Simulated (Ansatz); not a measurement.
Consider the redistribution: `N=[CH][GeH2][CH2]Cl` + `C[SiH2][TeH]` → `[CH3][GeH2][CH]=N` + `ClC[SiH2][TeH]`.

Isolated molecules relaxed with PBE0-D4/def2-TZVP in Ansatz; ΔE leaves out vibrations. CCSD(T)/CBS adds triple-zeta CCSD(T) − MP2 to the extrapolated MP2 energy (def2 sets, frozen cores). DFT in def2-TZVPP. B3LYP here is the variant with VWN-RPA as its local correlation; programs differ in this. def2 core potentials past Kr. For Ge, Te outer-core shells are correlated without core-valence functions, which leaves a few kJ/mol of doubt a bond. Scalar relativity is left out up to krypton. One conformer a species, not always the lowest.

`N=[CH][GeH2][CH2]Cl`:

```xyz
11

N    -1.397   -2.010    0.839
C    -0.405   -1.228    0.911
Ge    0.418   -0.270   -0.601
C     0.323    1.668   -0.275
Cl    1.217    2.071    1.213
H    -1.735   -2.107   -0.122
H     0.021   -1.067    1.907
H     1.895   -0.653   -0.780
H    -0.399   -0.631   -1.860
H     0.769    2.234   -1.093
H    -0.707    1.994   -0.140
```

`C[SiH2][TeH]`:

Z-matrix (Å, degrees):
```
C
Si 1 1.867
H 1 1.091 2 110.6
H 1 1.094 2 110.3 3 120.3
H 1 1.092 2 110.6 3 -119.9
Te 2 2.500 1 112.6 3 58.0
H 2 1.486 1 110.5 3 -178.9
H 2 1.487 1 111.4 3 -57.8
H 6 1.658 2 91.7 1 64.0
```

`[CH3][GeH2][CH]=N`:

Z-matrix (Å, degrees):
```
C
Ge 1 1.951
H 1 1.091 2 110.7
H 1 1.090 2 109.9 3 -119.6
H 1 1.091 2 110.7 3 120.9
C 2 1.975 1 108.2 3 -60.6
H 2 1.541 1 111.1 3 59.2
H 2 1.541 1 111.1 3 179.6
N 6 1.266 2 125.9 1 -0.2
H 6 1.097 2 118.0 1 179.8
H 9 1.023 6 111.7 2 0.0
```

`ClC[SiH2][TeH]`:

Cartesian coordinates in Å:
```
Cl -2.353 -0.783 0.923
C -1.068 0.349 0.411
Si 0.513 -0.627 0.120
Te 2.367 0.891 -0.580
H -1.408 0.854 -0.494
H -0.941 1.094 1.197
H 0.961 -1.240 1.393
H 0.263 -1.667 -0.907
H 1.664 1.129 -2.063
```

```tsv
level	ΔE (eV)
r2SCAN-D4	-0.04
B3LYP-D4	-0.03
HF/def2-TZVPP	-0.02
CCSD/CBS(def2)	-0.03
```

Q: What does CCSD(T)/CBS give? (Estimate.)

A: Ansatz gave: -0.04 eV. The listed levels differ from it by 0.00, 0.01, 0.02, 0.01 eV.

Largest T1 diagnostic among the species: 0.012.
